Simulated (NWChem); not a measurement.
# Atomisation of F$_{4}$Te

SMILES: F[Te](F)(F)F
```xyz
5

Te     0.0000     0.0000     0.2957
F     -1.9591     0.0000     0.0885
F      0.0000     1.4691    -0.9429
F      1.9591     0.0000     0.0885
F      0.0000    -1.4691    -0.9429
```
Charge 0, spin multiplicity 1.

Everything below was run with NWChem. All single points use one geometry, from PBE/def2-SVP with def2 effective core potentials on Te, a minimum by its harmonic frequencies.

Basis set: def2-TZVP. The atomisation energy is electronic alone: no zero-point, thermal, spin-orbit or counterpoise terms. No value is extrapolated to the basis-set limit. Free atoms are single determinants with multiplicities Te 3, F 2.

Effective core potentials replace the inner electrons of Te; spin-orbit coupling is left out. B3LYP has NWChem's definition, with VWN1-RPA local correlation. The structure started from a generated list of species. The stability of the SCF solutions was not checked. Open-shell Hartree-Fock references start from PBE0 orbitals.

Task: One of these methods gave an atomisation energy of 345.8 kcal/mol. Which?
(A) B3LYP
(B) HF
(C) BHandHLYP
(D) PBE0

Result: A, B3LYP. The others give 341.5 (PBE0), 169.6 (HF), 300.5 (BHandHLYP).
